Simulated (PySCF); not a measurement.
Species: C6H16N2Si.
SMILES with atom numbers: `[CH3:1][NH:2][N:3]([CH:4]1[CH2:5][CH2:6]1)[SiH:7]([CH3:8])[CH3:9]`

Definitions: NICS(0) = −σiso at the ring centroid; NICS(1) = −σiso and NICS(1)zz = −σzz at ±1 Å along the ring normal z. Level: GIAO PBE0/pcSseg-1 (PySCF, non-relativistic, gas phase) on the GFN2-xTB geometry, one conformer.

Ring bond lengths (Å), with Mayer bond orders in brackets: C4–C5 1.503 (0.96), C5–C6 1.497 (0.99), C6–C4 1.499 (0.95).

Problem. Give the NICS values of each ring in ppm.

Solution. 
```csv
ring,type,NICS(0),"NICS(1), two faces","NICS(1)zz, two faces",rms pucker (Å),"centre to ring atoms, mean (Å)"
C4–C5–C6,3-membered carbocycle; formal bonds all single,-43.2,-8.0 / -9.3,-18.1 / -24.2,0.00,0.87
```

Problem. What do they say, and how far can they be read as aromaticity?

Solution. 
- C4–C5–C6: mean NICS(1)zz -21.2 ppm, shielded. C4, C5, C6 have four or more neighbours, so the value isn't read as a sign of a π ring current. The two faces differ by 6.1 ppm, so no symmetry operation interchanges them. NICS(0) lies 35 ppm below the mean NICS(1).

Problem. How shielded are the nuclei of the rings and their hydrogens (means over atoms taken as equivalent)?

Solution. 
```
       atoms                   environment  σ isotropic (ppm)
          C4  sp3 carbon bound to nitrogen              155.9
     C5 (×2)    three-membered-ring carbon              177.7
     H on C4              methine hydrogen              28.95
H on C5 (×2)            methylene hydrogen              31.18
H on C5 (×2)            methylene hydrogen              31.33
```

Shape of the structure used: `[CH3:1][NH:2][N:3]([CH:4]1[CH2:5][CH2:6]1)[SiH:7]([CH3:8])[CH3:9]`: C1–N2–N3–C4 64°, N2–N3–C4–C5 61°, N2–N3–Si7–C8 -40°.
